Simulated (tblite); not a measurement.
C3H7O, doublet, geometry from GFN2-xTB; tblite with GFN1-xTB.

The tblite input:
```
$ tblite run mol.xyz --method gfn1 --charge 0 --spin 1 --spin-polarized --json tblite.json --no-restart

# file mol.xyz
11

O      0.07101639    -0.66456001     0.19109071
C     -0.06692834     0.67303357    -0.09082657
C      1.35818535    -1.19034893     0.02589577
C     -1.44549983     1.21108447    -0.04695723
H      0.68863969     1.12953665    -0.71319426
H      1.29299347    -2.25508650     0.24458366
H      1.71840718    -1.04941663    -1.00022698
H      2.07110162    -0.72074430     0.71400912
H     -1.97038421     1.09659057    -1.00448575
H     -2.01653063     0.67958044     0.71033681
H     -1.42690127     2.27340509     0.19157975
```

What the program printed (banner, timings and long lists left out):

```
xTB calculator
 | screened Coulomb repulsion
 | Coulomb electrostatics
 |  * isotropic Klopman-Ohno-Mataga-Nishimoto electrostatics
 |  * onsite third-order electrostatics
 | DFT-D3(BJ) dispersion correction
 | Interactions (1)
 | [1] spin polarization

halogen bonding energy    0.0000000000000E+00 Eh
repulsion energy          1.5228280567145E-01 Eh
dispersion energy        -2.5518552327230E-03 Eh
interaction energy        0.0000000000000E+00 Eh
number of electrons       2.5000000000000E+01 e
integral cutoff           1.9731147476801E+01 bohr

------------------------------------------------------------
  cycle        total energy    energy error   density error
------------------------------------------------------------
      1     -14.66868532487  -1.4818416E+01   4.0840682E-01
      2     -14.74642158037  -7.7736255E-02   2.3870848E-01
      3     -14.74727621793  -8.5463756E-04   5.2408117E-02
      4     -14.74843290423  -1.1566863E-03   8.5687418E-03
      5     -14.74846864817  -3.5743949E-05   4.4290062E-03
      6     -14.74848349153  -1.4843353E-05   2.8750465E-03
      7     -14.74850798721  -2.4495680E-05   4.9290277E-04
      8     -14.74850860998  -6.2277339E-07   1.2851415E-04
      9     -14.74850858922   2.0759035E-08   1.1007498E-04
     10     -14.74850862335  -3.4125998E-08   1.4872203E-05
------------------------------------------------------------

electronic energy        -1.4898239573786E+01 Eh
total energy             -1.4748508623347E+01 Eh

Post processing:
 | Mayer-Wiberg bond orders

[Info] JSON dump of results written to 'tblite.json'
```
